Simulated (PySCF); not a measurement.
**Adding and removing an electron: InBr**

PBE0; PySCF, scalar-relativistic core potentials, basis sets In def2-TZVPPD with ECP28, Br def2-TZVPPD. Neutral (UKS): singlet (closed shell), Re = 2.567 Å, ωe = 217 cm⁻¹, De = 4.19 eV, HOMO -7.13 eV, LUMO -1.90 eV.

InBr⁺ (UKS): doublet (σ ↑), Re = 2.457 Å, ωe = 220 cm⁻¹, De = 0.62 eV to In⁺ + Br. The energies at the minima are -2764.08033 hartree for InBr and -2763.74278 for InBr⁺.

Work out the adiabatic ionisation energy, without and with harmonic zero-point energies (1 hartree = 27.2114 eV, 1 eV = 8065.5 cm⁻¹), and the change of the bond length.

At PBE0: 0.33755 hartree = 9.185 eV between the minima; the zero-point term (220.0 − 217.0)/2 cm⁻¹ = +0.000 eV makes it 9.185 eV. Re changes by -11.0 pm against the neutral. Minus the HOMO energy is 7.13 eV, -2.06 eV from the value between the minima; self-interaction puts the Kohn–Sham level too high, less so with exact exchange. The electron leaves a σ orbital; in so polar a molecule the change of length follows mostly from the change of the ionic charges.

InBr⁻ (UKS): doublet (π ↑), Re = 2.768 Å, ωe = 145 cm⁻¹, De = 1.20 eV to In + Br⁻. The energies at the minima are -2764.08033 hartree for InBr and -2764.09756 for InBr⁻.

Work out the adiabatic electron affinity, without and with harmonic zero-point energies (1 hartree = 27.2114 eV, 1 eV = 8065.5 cm⁻¹), and the change of the bond length.

At PBE0: 0.01723 hartree = 0.469 eV between the minima; the zero-point term (217.0 − 145.0)/2 cm⁻¹ = +0.004 eV makes it 0.473 eV. Re changes by +20.1 pm against the neutral. The electron enters a π orbital; in so polar a molecule the change of length follows mostly from the change of the ionic charges.

Spin–orbit coupling is left out, which matters for elements this heavy, above all for dissociation energies. For an ion De counts to the pair picked by the measured ionisation energies or electron affinities, which need not be the lowest pair at this level. The highest Kohn–Sham level is positive in this anion. Much of that is self-interaction error, but it also means that the finite basis helps to hold the extra electron. States were picked by a PBE0 search and need not be the measured ground states.
